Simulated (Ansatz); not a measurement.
All values below come from Ansatz (a quantum-chemistry and plane-wave program) with frozen-core CCSD(T)/cc-pVDZ // PBE0-D3(BJ)/def2-SVP. The restricted HF reference is unstable towards unrestricted orbitals.

Ansatz 0.2 input:
```yaml
crystal:
  periodic: [false, false, false]
  atoms:
    - { symbol: C, position_ang: [-0.306443, 2.882657, -0.697966] }
    - { symbol: C, position_ang: [0.284428, 1.812916, -0.164152] }
    - { symbol: F, position_ang: [1.560742, 1.924624, 0.24386] }
    - { symbol: C, position_ang: [-0.269065, 0.463873, 0.034839] }
    - { symbol: C, position_ang: [-1.658993, 0.305913, 0.12962] }
    - { symbol: C, position_ang: [-2.226171, -0.952165, 0.291318] }
    - { symbol: C, position_ang: [-1.405993, -2.075281, 0.368682] }
    - { symbol: C, position_ang: [-0.024053, -1.923521, 0.285029] }
    - { symbol: C, position_ang: [0.576344, -0.66586, 0.122276] }
    - { symbol: Si, position_ang: [2.465058, -0.633214, 0.00831] }
    - { symbol: H, position_ang: [0.236313, 3.825715, -0.769476] }
    - { symbol: H, position_ang: [-1.324543, 2.82562, -1.079133] }
    - { symbol: H, position_ang: [-2.302646, 1.187335, 0.098924] }
    - { symbol: H, position_ang: [-3.311179, -1.053201, 0.368411] }
    - { symbol: H, position_ang: [-1.840545, -3.069029, 0.499346] }
    - { symbol: H, position_ang: [0.609484, -2.812784, 0.344338] }
    - { symbol: H, position_ang: [3.111519, -0.083244, 1.234866] }
    - { symbol: H, position_ang: [2.947451, 0.105364, -1.194738] }
    - { symbol: H, position_ang: [2.87829, -2.065719, -0.124354] }
basis:
  gaussian: { orbitals: cc-pVDZ }
correlation:
  method: ccsd_t
```

Output:

```
Functional definition: HF
1754 factors; integrals over basis functions are off by at most 1.1e-3 eV
mean field evaluation 1: about -18948.9443 eV, gradient 3.9e1 eV
mean field evaluation 2: about -18949.4005 eV, gradient 3.9e1 eV
mean field evaluation 4: about -18954.1455 eV, gradient 6.0e0 eV
mean field evaluation 8: about -18954.2554 eV, gradient 3.3e-1 eV
mean field evaluation 16: about -18953.6837 eV, gradient 5.9e0 eV
mean field -18954.25605423 eV, -696.5560623367 hartree, gradient 8.4e-6 eV, S^2 0.000000; 0 other end points of the search recorded, 0 dependent functions left out; unrestricted orbitals would lower it
14 core orbitals not correlated
reference -18954.25605423 eV, -696.5560623367 hartree; 26, 26 occupied and 149, 149 virtual orbitals, 1754 factors
second order -36.20728456 eV of doubles, -0.00000000 eV of singles
cycle   1  -36.73146917 eV  change   -5.2e-1 eV  update   1.5e-1
cycle   2  -37.80994834 eV  change    -1.1e0 eV  update   4.8e-2
cycle   3  -38.06260184 eV  change   -2.5e-1 eV  update   2.2e-2
cycle   4  -38.06113039 eV  change    1.5e-3 eV  update   6.4e-3
cycle   5  -38.06273379 eV  change   -1.6e-3 eV  update   2.7e-3
cycle   6  -38.06374173 eV  change   -1.0e-3 eV  update   7.4e-4
cycle   7  -38.06352791 eV  change    2.1e-4 eV  update   2.6e-4
cycle   8  -38.06353249 eV  change   -4.6e-6 eV  update   9.5e-5
cycle   9  -38.06357072 eV  change   -3.8e-5 eV  update   3.7e-5
perturbative correction -1.54582278 eV, -0.0568079393 hartree
Total energy: -18993.86544773 eV, -698.0116806997 hartree
```

Cost: about 9 core-minutes (a rough figure).
